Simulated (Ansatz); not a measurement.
## VO, quartet: energies of several shapes or isomers

Computed with Ansatz's Gaussian-basis code (development build); NEVPT3, MRCISD by development code. Basis cc-pV(T+d)Z, nonrelativistic, 10 orbitals frozen in the corrections; active space CAS(9,9). Restricted Hartree–Fock, then the lowest state-specific CASSCF solution met for each case. On stretched bonds single-reference methods can fail or change state. Solutions in different active orbitals can move differences by tenths of an eV and at times more than 1 eV.

Case A: bond length 1.8274 Å.

Case B: bond length 1.5890 Å.

Energy less that of case A, in eV:

```
case  RHF/ROHF  CASSCF  SC-NEVPT2  NEVPT3  MRCISD
   B    -1.138  -0.983     -0.861  -0.864  -0.886
```

Problem. What does MRCISD+Q give for these differences?

Solution. B: -0.840 eV (-19.4 kcal/mol).
